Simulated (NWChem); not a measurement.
# sulfur difluoride (SF2); SMILES FSF

```xyz
3

F      1.2275     0.0000    -0.4961
S      0.0000     0.0000     0.5485
F     -1.2275     0.0000    -0.4961
```
Atoms are numbered in this order, from 1.

Results from NWChem. Geometry optimised at PBE0/def2-SVP; all other runs use it. Pople sets run with spherical d functions. Vzz has the sign of the potential's second derivative.

| quantity | level | value |
|---|---|---|
| anisotropy (bohr³), static | PBE0/def2-SVPD | 4.1 |
| dipole in solution (D) in benzene | M06-2X/6-31G*, SMD | 1.45 |
| Vzz S2 (a.u.) | B3LYP/6-31G* | -5.670 |
| dipole (D) | B3LYP/6-31G* | 1.23 |
| −ε(HOMO) (eV) | B3LYP/def2-TZVP | 7.09 |
| highest harmonic frequency (cm⁻¹) | PBE0/def2-SVP | 865 |
